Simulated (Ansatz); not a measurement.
A single point on F2GeH2O, SMILES `[OH][GeH]([F])[F]`.

```yaml
crystal:
  periodic: [false, false, false]
  atoms:
    - {symbol: O, position_ang: [0.086389, 1.048992, -0.909910]}
    - {symbol: Ge, position_ang: [0.075943, -0.102265, 0.396820]}
    - {symbol: F, position_ang: [1.042831, -1.459139, -0.031509]}
    - {symbol: F, position_ang: [-1.502253, -0.768064, 0.556448]}
    - {symbol: H, position_ang: [-0.207652, 0.688041, -1.750968]}
    - {symbol: H, position_ang: [0.546843, 0.528434, 1.692919]}
basis:
  gaussian: {orbitals: def2-QZVPP}
correlation: {method: mp2}
```

```sh
$ ansatz run in.yaml --threads 2 --pin off --events-out ev --progress --plain
```

Output, abridged:

```
Functional definition: HF
2058 factors; integrals over basis functions are off by at most 7.6e-4 eV
mean field evaluation 1: about -63957.9489 eV, gradient 5.1e1 eV
mean field evaluation 2: about -63958.0562 eV, gradient 5.1e1 eV
mean field evaluation 4: about -63962.2674 eV, gradient 3.1e0 eV
mean field evaluation 8: about -63962.3011 eV, gradient 3.7e-1 eV
mean field -63962.30141612 eV, -2350.5712218375 hartree, gradient 1.4e-6 eV, S^2 0.000000; 0 other end points of the search recorded, 0 dependent functions left out
12 core orbitals not correlated: weight in the atoms' cores, before any rotation towards them, 1.000 or more for the frozen orbitals, at most 0.000 for the correlated occupied ones
reference -63962.30141612 eV, -2350.5712218375 hartree; 18, 18 occupied and 290, 290 virtual orbitals, 2058 factors
second order -36.01316247 eV of doubles, -0.00000000 eV of singles
Total energy: -63998.31457859 eV, -2351.8946811477 hartree
```

Run time 9.5 s (2 threads of a server CPU on a shared host); peak host memory 1.1 GiB.
